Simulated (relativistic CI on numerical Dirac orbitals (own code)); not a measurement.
# Ligand-field terms of d3

Computed with a parametric ligand-field model of a d^n configuration (Racah B and C, spin-orbit zeta, crystal field), exact diagonalisation.

Field parameters in Wybourne normalisation: Oh B⁴₀ = 21Dq, B⁴₄ = √(5/14) B⁴₀; Td as Oh with Dq negative (B⁴₀ = 21Dq, B⁴₄ = √(5/14) B⁴₀). The field is a parameter set, without covalency.

Q: A d3 ion in Oh symmetry has the ground term 4A2 and bands at 4T2 4800 cm⁻¹ (2083 nm), 4T1 8024 cm⁻¹ (1246 nm), 2E 11526 cm⁻¹ (868 nm), 2T1 11995 cm⁻¹ (834 nm), 4T1 14626 cm⁻¹ (684 nm), 2A1 14890 cm⁻¹ (672 nm). Which parameters reproduce them?

A: B = 550, C = 2630, ζ = 0 cm⁻¹, Oh, 10Dq = 4800 cm⁻¹.

Q: Ground term and bands for B = 550, C = 2030, ζ = 0 cm⁻¹, Td, 10Dq = -11250 cm⁻¹?

A: Ground term 2E with 2.95 electrons in the two orbitals of the cubic e set. Spin-allowed: 2T1 9974 cm⁻¹ (1003 nm), 2T2 10325 cm⁻¹ (969 nm), 2T1 13399 cm⁻¹ (746 nm), 2T2 19275 cm⁻¹ (519 nm). Lowest spin-forbidden: 4T1 1161 cm⁻¹, 4T2 11407 cm⁻¹ (877 nm), 4T1 18654 cm⁻¹ (536 nm).

Q: Ground term and bands for B = 440, C = 2000, ζ = 0 cm⁻¹, Oh, 10Dq = 12500 cm⁻¹?

A: Ground term 4A2 with 0.00 electrons in the two orbitals of the cubic e set. Spin-allowed: 4T2 12500 cm⁻¹ (800 nm), 4T1 17030 cm⁻¹ (587 nm), 4T1 27070 cm⁻¹ (369 nm). Lowest spin-forbidden: 2E 9292 cm⁻¹ (1076 nm), 2T1 9668 cm⁻¹ (1034 nm), 2T2 14162 cm⁻¹ (706 nm). With an A2 ground term the first spin-allowed band lies at |10Dq| itself.

Q: Ground term and bands for B = 550, C = 2040, ζ = 0 cm⁻¹, Oh, 10Dq = 14050 cm⁻¹?

A: Ground term 4A2 with 0.00 electrons in the two orbitals of the cubic e set. Spin-allowed: 4T2 14050 cm⁻¹ (712 nm), 4T1 19579 cm⁻¹ (511 nm), 4T1 30821 cm⁻¹ (324 nm). Lowest spin-forbidden: 2E 10167 cm⁻¹ (984 nm), 2T1 10673 cm⁻¹ (937 nm), 2T2 15528 cm⁻¹ (644 nm). With an A2 ground term the first spin-allowed band lies at |10Dq| itself.

Q: Ground term and bands for B = 880, C = 3520, ζ = 0 cm⁻¹, Oh, 10Dq = 3700 cm⁻¹?

A: Ground term 4A2 with 0.00 electrons in the two orbitals of the cubic e set. Spin-allowed: 4T2 3700 cm⁻¹ (2703 nm), 4T1 6464 cm⁻¹ (1547 nm), 4T1 17836 cm⁻¹ (561 nm). Lowest spin-forbidden: 2E 15846 cm⁻¹ (631 nm), 2T1 16403 cm⁻¹ (610 nm), 2A1 17780 cm⁻¹ (562 nm). With an A2 ground term the first spin-allowed band lies at |10Dq| itself.
